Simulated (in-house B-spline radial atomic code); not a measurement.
OLYP excitations of Be

Method: OLYP. Computed with an all-electron radial atomic-structure program (B-spline basis): linear response of the closed shell [He] 2s2 with the functional's adiabatic kernel; non-relativistic, point nucleus, no spin-orbit coupling, no double excitations, S, P, D and F terms only.

Command:
```bash
python run_td.py task.json out
```
Settings (radii: box in bohr, nucleus in fm):
```
Z                        4
electrons                4
configuration            [He] 2s2
hamiltonian              nr
method                   optx,lyp
box_radius               75
intervals                51
```

Time taken, with all properties: 0.1 s on 1 thread of Arm Neoverse N1 (shared host).

The lowest states, in the order of their Tamm-Dancoff energies; the method's threshold (minus the highest occupied level) is 5.484 eV. Labels give the largest channel, * marks a mixed state, and oscillator strengths are full-response dipole values. Measured ¹D terms are left out, since they can mix with doubly excited terms. Semilocal kernels can invert the small singlet-triplet splittings of Rydberg terms. Energies in eV:

```
     state  full response  Tamm-Dancoff  oscillator strength  measured (J-weighted term)
2s → 2p 3P          2.213         2.545                    -                       2.725
2s → 2p 1P              ?             ?                    ?                           ?
2s → 3s 3S              ?             ?                    -                           ?
```

(1) Where does 2s → 3s 3S lie?

(2) Where does 2s → 2p 1P lie?

(3) How large is the singlet-triplet splitting of 2s → 2p (P terms) in Tamm-Dancoff?

(4) What polarisabilities and dispersion coefficient does the method give?

Answers

(1) At 5.211 eV in full response, 5.220 eV in Tamm-Dancoff; measured 6.457 eV.

(2) At 4.843 eV in full response, 5.049 eV in Tamm-Dancoff, oscillator strength 1.21; measured 5.277 eV.

(3) 2.5 eV, from the unrounded values.

(4) Dipole 43.03 bohr³, quadrupole 383.9 bohr⁵, C6 258.7 hartree·bohr⁶ for two such species. Recommended dipole value: 37.74 ± 0.03 bohr³ (Schwerdtfeger and Nagle, table of static dipole polarizabilities (2023 update)), which includes relativity and correlation.
